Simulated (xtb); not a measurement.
xtb input:

```bash
xtb mol.xyz --gfn 1 --sp --chrg 1 --uhf 0
```
mol.xyz:
```
12

Si     0.01370042     0.15400139     0.13077088
O     -0.03250469    -1.33241018    -0.97661263
O      1.59944692     0.27781399    -0.13679961
N     -0.89644637     1.38425392    -0.52138503
N     -0.65250966    -0.48607899     1.51727762
H     -0.85777412    -1.65744755    -1.36861959
H      2.20390934     0.78619736     0.41142877
H     -1.87388912     1.53248722    -0.32481400
H     -0.50767715     2.09249100    -1.12482202
H     -0.35628381    -1.35367292     1.93790020
H     -1.21886837     0.06736196     2.14198208
H      0.72593175    -1.47389160    -1.56779791
```

Problem. Predict the final energy.

Solution. -21.18019 Eh (GFN1-xTB).

It need not be the lowest isomer of its formula.
